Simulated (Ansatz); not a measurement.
Gas-phase electronic energies from Ansatz, PBE0-D4/def2-TZVP geometries. CBS: MP2 limit from def2 TZ/QZ plus the TZ coupled-cluster correction, frozen cores. DFT in def2-TZVPP. B3LYP here is the variant with VWN-RPA as its local correlation; programs differ in this. def2 core potentials past Kr. For Sn outer-core shells are correlated without core-valence functions, which leaves a few kJ/mol of doubt a bond. Each species was taken in one conformer, which may not be the lowest.

Reaction (formal exchange of groups at the Sn–C bond): `C[C](=N)[SnH3]` + `CC(C)Cl` → `C[CH](Cl)[SnH3]` + `CC(C)=N`

```
             level  ΔE (kJ/mol)
            PBE-D4         -2.5
           ωB97M-V         -5.9
            B2PLYP         -3.6
               PBE         -2.0
            r2SCAN         -3.3
             B3LYP         -2.7
     HF/def2-QZVPP         -6.8
SCS-MP2/def2-QZVPP         -5.9
```

Problem. What does CCSD(T)/CBS give? (Estimate.)

Solution. Computed: -5.7 kJ/mol. The listed levels differ from it by 3.2, -0.2, 2.1, 3.7, 2.4, 3.0, -1.1, -0.2 kJ/mol.

Largest T1 diagnostic among the species: 0.014.

From PBE to PBE0 (25 % exact exchange), in def2-TZVPP and without D4, ΔE moves by −3.0 kJ/mol.
